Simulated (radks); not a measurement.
Values are calculated unless marked as measured or tabulated.
Neutral antimony, 51 electrons, occupied as [Kr] 4d10 5s2 5p3. Level of theory: scalar-relativistic Kohn-Sham, r2SCAN, spin-polarised, spherical densities, finite nucleus; open shells are filled with parallel spins first (spin-orbit coupling, left out, can overturn this in heavy ions); meta-GGA in the generalised Kohn-Sham scheme; Fermi nuclear charge, rms radius 4.6802 fm (a radial shooting solver on a logarithmic mesh with Libxc functionals).

Unscreened Slater integrals over Kohn-Sham orbitals (eV). They are taken over the spin-up orbitals.

integral,value
"F0(5p,5p)",8.6302
"F2(5p,5p)",4.5698
"F0(5p,5s)",9.5337
"G1(5p,5s)",6.1277
"F0(5p,4d)",10.994
"F2(5p,4d)",2.7109
"G1(5p,4d)",0.88877
"G3(5p,4d)",0.77824
"F0(5p,4p)",11.162
"F2(5p,4p)",2.1765
"G0(5p,4p)",0.39000
"G2(5p,4p)",0.49400
"F0(5s,5s)",10.867
"F0(5s,4d)",13.437
"G2(5s,4d)",1.6796
"F0(5s,4p)",13.736
"G1(5s,4p)",0.82882
"F0(4d,4d)",23.847
"F2(4d,4d)",11.980
"F4(4d,4d)",7.8995
"F0(4d,4p)",25.948
"F2(4d,4p)",13.071
"G1(4d,4p)",16.595
"G3(4d,4p)",10.233
"F0(4p,4p)",28.678
"F2(4p,4p)",15.075

Derived for the open shells (J is the average intra-shell exchange parameter used in DFT+U). 5p: J = F2/5 = 0.9140 eV.
